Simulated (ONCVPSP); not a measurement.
Varying the ONCV potential for N (Z = 7)

Base potential:

```json
{"Element": "nitrogen", "Generator": "ONCVPSP 4.0.1", "Type": "optimised norm-conserving Vanderbilt (ONCV)", "Functional": "PBE", "Relativity": "scalar-relativistic", "Frozen core": "[He]", "Valence charge": "5", "Reference configuration": "2s2 2p2.5 (charge +0.5)", "Partial waves": "2s: rc 1.05 bohr, ncon 4, nbas 8, qcut 6.3 1/bohr, local; 2p: rc 2.05 bohr, ncon 4, nbas 8, qcut 5.5 1/bohr, 2 projectors, debl 3.1 Ha; d scattering state at 0.39 Ha: rc 2.25 bohr, ncon 4, nbas 8, qcut 4.6 1/bohr, 2 projectors, debl 3.2 Ha", "Local potential": "the s channel", "Core correction": "none"}
```

All-electron outer shells of the reference configuration (PBE, scalar-relativistic, ld1.x):

| shell | level (eV) | outermost node (bohr) | outermost maximum (bohr) |
| --- | --- | --- | --- |
| 1s | -392.50 | – | 0.15 |
| 2s | -25.12 | 0.32 | 1.00 |
| 2p | -13.44 | – | 0.94 |

Cutoffs, loose and tight: the cutoffs (Ha) at which the residual kinetic energy of the hardest occupied pseudo-wave falls to 1 and 0.1 mHa per electron. They do not see the model core or the augmentation charge, which bear on the density cutoff. Test errors are all-electron minus pseudo excitation energies from the reference, over the configurations 2s2 2p3; 2s2 2p2; 2s2 2p1; 2s2 2p0. A dash means not determined; rows that change the core or the reference have their own tests.

| change | outcome | cutoff, loose | cutoff, tight | bound ghosts | GHOST(+) flags above zero | largest test error (meV) |
| --- | --- | --- | --- | --- | --- | --- |
| base | generated | 41 Ha | 145 Ha | none | none | +2297 |
| p: qcut 4.4 | generated | 41 Ha | 145 Ha | none | none | +3157 |
| p: qcut 4.9 | generated | 41 Ha | 145 Ha | none | none | +2721 |
| p: qcut 5.6 | generated | 41 Ha | 145 Ha | none | none | +2237 |
| p: qcut 8.2 | generated | 41 Ha | 145 Ha | none | none | +1314 |

(1) What comes out with this change to the base: p: qcut 6.5?

(2) What comes out with this change to the base: p: qcut 7.3?

(3) What comes out with this change to the base: p: qcut 3.2?

Answers

(1) outcome: generated; cutoff, loose: 41 Ha; cutoff, tight: 145 Ha; bound ghosts: none; GHOST(+) flags above zero: none; largest test error (meV): +1810.

(2) outcome: generated; cutoff, loose: 41 Ha; cutoff, tight: 145 Ha; bound ghosts: none; GHOST(+) flags above zero: none; largest test error (meV): +1546.

(3) outcome: generated; cutoff, loose: 48 Ha; cutoff, tight: 145 Ha; bound ghosts: none; GHOST(+) flags above zero: none; largest test error (meV): +4490.

Reading the sweep of the qcut of the p channel (base included, trends over the rows without a ghost): The loose cutoff stays near 41 Ha. The median size of the test errors (rows with all tests solved) falls from 591.2 meV at 3.2 to 152.8 meV at 8.2 1/bohr.
